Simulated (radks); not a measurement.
The gallium ion Ga4+, configuration [Ar] 3d9. Calculated with a radial shooting solver on a logarithmic mesh with Libxc functionals: scalar-relativistic Kohn-Sham, BLYP, spin-polarised, spherical densities, point nucleus; open shells are filled with parallel spins first.

X-ray form factor f0, the Fourier transform of the density (f0(0) = 27):

| sin(theta)/lambda (1/angstrom) | f0 (electrons) |
|---|---|
| 0.05 | 26.802 |
| 0.1 | 26.226 |
| 0.15 | 25.314 |
| 0.2 | 24.135 |
| 0.25 | 22.765 |
| 0.3 | 21.280 |
| 0.4 | 18.237 |
| 0.5 | 15.415 |
| 0.6 | 13.021 |
| 0.8 | 9.644 |
| 1 | 7.732 |
| 1.25 | 6.444 |
| 1.5 | 5.622 |
| 2 | 4.251 |
